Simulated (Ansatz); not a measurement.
`C[N](C)[Hf]([F])([SH])[Cl]` + H–F → `[F][Hf]([F])([SH])[Cl]` + `CNC`  (ligand exchange at the Hf–N bond)

Computed with Ansatz on PBE0-D4/def2-TZVP structures; ΔE is electronic, products minus reactants. CCSD(T)/CBS is the MP2 limit (def2-TZVPP, def2-QZVPP) plus CCSD(T) − MP2 in def2-TZVPP, frozen cores. This one scheme is used for every species. Functionals use def2-TZVPP. B3LYP here is the variant with VWN-RPA as its local correlation; programs differ in this. HSE06 is defined as in plane-wave codes. Elements past krypton have def2 core potentials. For Hf outer-core shells are correlated without core-valence functions, which leaves a few kJ/mol of doubt a bond. One conformer a species, not always the lowest.

```csv
level,ΔE (kcal/mol),difference from CCSD(T)/CBS
LDA (SPW92),-21.5,-1.0
B3LYP-D4,-23.6,-3.1
r2SCAN0-D4,-23.5,-3.0
HSE06-D4,-22.3,-1.8
BHLYP-D4,-23.8,-3.3
CAM-B3LYP-D4,-25.3,-4.8
ωB97M-V,-24.2,-3.7
HSE06,-24.6,-4.1
BHLYP,-27.4,-6.9
HF/def2-TZVPP,-29.6,-9.1
MP2/def2-TZVPP,-17.8,2.7
HF/def2-QZVPP,-30.0,-9.5
MP2/def2-QZVPP,-18.3,2.2
SCS-MP2/def2-QZVPP,-20.7,-0.2
HF/CBS(def2),-30.1,-9.6
CCSD/CBS(def2),-21.9,-1.4
CCSD(T)/CBS,-20.5,0
```

Largest T1 diagnostic among the species: 0.016.

In def2-TZVPP, CCSD(T) changes the Hartree–Fock value by +9.6 kcal/mol (the triples alone add +1.4 kcal/mol) and MP2 by +11.8 kcal/mol. At CCSD(T), def2-SVP lies −2.4 kcal/mol from the extrapolated value and def2-TZVPP +0.5 kcal/mol.
